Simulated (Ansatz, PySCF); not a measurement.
3-bromo-1-chloro-1-fluoropropa-1,2-diene (C3HBrClF), SMILES FC(Cl)=C=CBr.

The structure is a stationary point at r2SCAN-D4/def2-SVP.

Vertical ionisation energy (IE) and electron affinity (EA) in eV. Rows of orbital energies are one-electron estimates. Where ΔSCF, EOM or ADC give a negative EA the extra electron is unbound and the value depends on the basis.

```
level                                                                  IE     EA
-------------------------------------------------------------------  ----  -----
−ε(HOMO), −ε(LUMO), r2SCAN/def2-TZVP (PySCF)                         6.84   2.28
−ε(HOMO), −ε(LUMO), PBE/def2-TZVP (PySCF)                            6.58   2.41
ΔSCF, PBE0/def2-SVPD (Ansatz), final states of multiplicity 2 and 2  9.84  -0.12
ΔSCF, PBE/def2-SVPD (Ansatz), final states of multiplicity 2 and 2   9.53  -0.06
```

### Question
What vertical singlet–triplet gap does ΔSCF give with PBE0/def2-SVPD (Ansatz, an electronic-structure program) and with PBE/def2-SVPD (Ansatz)? (The exact figures need the calculation; the answer reports its results.)

### Answer
3.85 and 3.80 eV (triplet above singlet where positive).
